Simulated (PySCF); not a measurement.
## [Pb(NH2)2]2+ at several levels of theory

Computed with PySCF 2.14.0 (density fitting, no spin-orbit coupling) at the geometry relaxed with PBE0:

```xyz
7
[Pb(NH2)2]2+ (singlet)
Pb    0.0000    0.0000   -0.0528
N     2.0047   -0.1163    0.5130
H     2.5756   -0.5718   -0.2249
H     2.3953    0.8302    0.6959
N    -2.0047    0.1163    0.5130
H    -2.5756    0.5718   -0.2249
H    -2.3953   -0.8302    0.6959
```

```tsv
level	basis	state	HOMO (eV)	gap (eV)	charge on Pb1 (e)	dipole about the centre of mass (D)	largest force component (eV/Å)
PBE0	Pb def2-SVP with ECP60, N def2-SVP, H def2-SVP	singlet	-19.77	3.85	1.37	0.83	0.02
BP86	the same	singlet	-18.76	1.86	1.29	0.53	0.48
PBE0	Pb def2-TZVP with ECP60, N def2-TZVP, H def2-TZVP	singlet	-19.78	3.98	1.42	0.67	0.38
```

Charges are Mulliken's, which hang on the basis. The relaxation used the grid (50, 194), these runs (75, 302) or, all-electron (x2c bases, spin-free X2C Hamiltonian), (99, 590).

Task: What does TPSS with Pb def2-SVP with ECP60, N def2-SVP, H def2-SVP give here?

Result: state singlet, HOMO (eV) -18.65, gap (eV) 2.03, charge on Pb1 (e) 1.32, dipole about the centre of mass (D) 0.58, largest force component (eV/Å) 0.47. Time: 7.4 s on 2 threads of Intel(R) Xeon(R) Platinum 8259CL CPU @ 2.50GHz (Skylake/Cascade Lake) (shared host), from an already converged density.

In the first row's basis the gap widens with exact exchange: 1.9 to 2.0 eV for BP86, TPSS (none); 3.9 eV for PBE0 (a fixed share).
